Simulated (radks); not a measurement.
Values are calculated unless marked as measured or tabulated.
Removal energies from the gold ion Au11+, [Xe] 4f14, by Delta-SCF beside the eigenvalue of the level emptied. Level of theory: scalar-relativistic Kohn-Sham, PBEsol, spin-polarised, spherical densities, finite nucleus; Fermi nuclear charge, rms radius of each element as measured or else 0.836 A^(1/3) + 0.57 fm (a radial shooting solver on a logarithmic mesh with Libxc functionals). Open shells are filled with parallel spins first.

| removed from | final configuration | Delta-SCF (eV) | -eigenvalue (eV) |
|---|---|---|---|
| 5p | [Kr] 4d10 4f14 5s2 5p5 | 252.74 | 241.98 |
| 4f | [Xe] 4f13 | 294.75 | 276.37 |
| 5s | [Kr] 4d10 4f14 5s1 5p6 | 307.18 | 295.37 |
| 4d | [Kr] 4d9 4f14 5s2 5p6 | 540.26 | 521.71 |
